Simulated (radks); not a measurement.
Species: N2+. Configuration: [He] 2s2 5d1 (not the ground configuration). All-electron calculation, non-relativistic Kohn-Sham, r2SCAN, spin-polarised, spherical densities, point nucleus; open shells are filled with parallel spins first; meta-GGA in the generalised Kohn-Sham scheme. Program: a radial shooting solver on a logarithmic mesh with Libxc functionals.

Radial electron density D(r) = 4 pi r^2 rho(r):

```
   r/bohr * D(r) (the largest magnitude, 7.46, reaches the edge; | marks zero)
  0.01408 |  *
  0.01614 |   *
  0.01834 |    *
  0.02101 |     *
  0.02407 |       *
  0.02758 |         *
  0.03134 |           *
  0.03591 |              *
  0.04114 |                  *
  0.04714 |                      *
  0.05357 |                          *
  0.06138 |                              *
  0.07032 |                                   *
  0.08056 |                                        *
  0.09156 |                                             *
   0.1049 |                                                 *
   0.1202 |                                                    *
   0.1377 |                                                      *
   0.1578 |                                                      *
   0.1793 |                                                    *
   0.2054 |                                               *
   0.2353 |                                         *
   0.2696 |                                  *
   0.3064 |                          *
   0.3511 |                   *
   0.4022 |              *
   0.4608 |          *
   0.5238 |         *
   0.6001 |          *
   0.6875 |           *
   0.7876 |             *
   0.8952 |              *
    1.026 |             *
    1.175 |            *
    1.346 |         *
     1.53 |      *
    1.753 |   *
    2.008 | *
    2.301 |*
    2.636 *
    2.996 *
    3.432 *
    3.933 *
    4.505 *
    5.121 *
    5.867 *
    6.721 *
      7.7 *
    8.752 *
    10.03 |*
    11.49 |*
    13.16 |*
    14.96 *
    17.14 *
    19.63 *
    22.49 *
```

D(r) has 4 maxima, at r = 0.146, 0.917, 5.20, 11.7 bohr, and minima at 0.532, 3.35 bohr, inside which lie 2.06, 4.06 electrons.
